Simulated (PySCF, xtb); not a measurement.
H4SeSn, SMILES [SeH][SnH3].

xtb with GFN2-xTB at its own geometry gives an orbital gap of 3.55 eV and a dipole moment of 1.70 D.

Coordinates come from a B3LYP-D3(BJ)/def2-TZVP optimisation. The def2 effective core potentials stand for the cores of Sn; spin–orbit coupling is left out.

**Question.** What does HF/def2-TZVPD run with PySCF give? (An estimate is asked for; the answer gives what the named calculation found.)

**Answer.** gap 10.69 eV (levels -9.49 and 1.20 eV), dipole 1.57 D.
